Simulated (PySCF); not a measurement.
Sn(OH)2(SiH3)2, SMILES [SiH3][Sn]([SiH3])([OH])[OH] (PBE0/def2-SVP optimised geometry):

```
13

O     -0.537    -3.394     2.142
Sn    -1.355    -1.581     2.111
O     -0.469    -0.830     3.740
Si    -3.891    -1.871     2.529
Si    -0.493    -0.363     0.000
H      0.067    -3.458     2.893
H     -0.726     0.074     3.953
H     -4.103    -2.630     3.797
H     -4.510    -2.608     1.387
H     -4.539    -0.528     2.643
H     -0.986     1.050     0.000
H     -1.000    -1.050    -1.226
H      1.000    -0.363     0.000
```

Calculation: PBE0/def2-TZVP, def2 effective core potentials past Kr (PySCF).

Q: What are the frontier orbital energies and the dipole moment?

A: HOMO-2 -8.72 eV, HOMO-1 -8.49 eV, HOMO -7.23 eV, LUMO -1.08 eV, LUMO+1 -0.80 eV; dipole moment 2.62 D.

On the same geometry PySCF with PBE/def2-TZVP, def2 effective core potentials past Kr gives HOMO-2 -7.38 eV, HOMO-1 -6.77 eV, HOMO -6.04 eV, LUMO -1.85 eV, LUMO+1 -1.62 eV; dipole moment 2.40 D.
